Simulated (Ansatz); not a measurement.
Harmonic frequencies (cm⁻¹) at PBE0-D4/def2-TZVP from Ansatz: 88, 179, 327, 383, 509, 564, 660, 690, 738, 739, 889, 916, 1140, 1354, 1646, 1896, 1921, 1924, 2611, 3592, 3684.

Each molecule was computed in one conformer, which needn't be the lowest.

**Question.** Which molecule is it?
A. `[BH2][SnH2][NH2]`
B. `O[SiH]1[SiH2][SiH2]1`
C. `O=CO[SiH3]`
D. `N[BH][SnH3]`

**Answer.** D.
